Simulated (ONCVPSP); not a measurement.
## Reading a pseudo-wave (He)

Columns: radius, all-electron u(r) and pseudo u(r) of the 1s shell (level -15.50 eV) of helium in the configuration 1s2; PBEsol, scalar-relativistic, ONCV scheme, ONCVPSP 4.0.1.

| r (bohr) | all-electron | pseudo |
| --- | --- | --- |
| 0.023 | 0.1043 | 0.0882 |
| 0.045 | 0.1954 | 0.1722 |
| 0.068 | 0.2822 | 0.2582 |
| 0.090 | 0.3576 | 0.3367 |
| 0.113 | 0.4291 | 0.4131 |
| 0.135 | 0.4909 | 0.4804 |
| 0.158 | 0.5491 | 0.5453 |
| 0.180 | 0.5993 | 0.6022 |
| 0.202 | 0.6444 | 0.6529 |
| 0.225 | 0.6866 | 0.6981 |
| 0.248 | 0.7241 | 0.7348 |
| 0.270 | 0.7559 | 0.7635 |
| 0.293 | 0.7852 | 0.7891 |
| 0.315 | 0.8098 | 0.8113 |
| 0.338 | 0.8322 | 0.8325 |
| 0.360 | 0.8507 | 0.8508 |
| 0.383 | 0.8673 | 0.8673 |
| 0.405 | 0.8806 | 0.8806 |
| 0.428 | 0.8921 | 0.8921 |
| 0.450 | 0.9011 | 0.9011 |
| 0.473 | 0.9084 | 0.9084 |
| 0.495 | 0.9137 | 0.9137 |
| 0.518 | 0.9175 | 0.9175 |
| 0.540 | 0.9196 | 0.9196 |
| 0.563 | 0.9204 | 0.9204 |
| 0.585 | 0.9200 | 0.9200 |

Q: How many radial nodes do the two functions have?

A: The all-electron 1s function has n − l − 1 = 0; the pseudo-wave has 0.

Q: At about which radius was the pseudo-wave matched?

A: 0.40 bohr. The columns agree to 0.0005 from 0.34 bohr on; several derivatives are matched, so the curves merge somewhat inside the radius.

Q: Is the pseudo-wave norm-conserving?

A: Yes: the ONCV scheme keeps the norm inside the radius equal to the all-electron one, which fixes the energy derivative of the logarithmic derivative at the level.
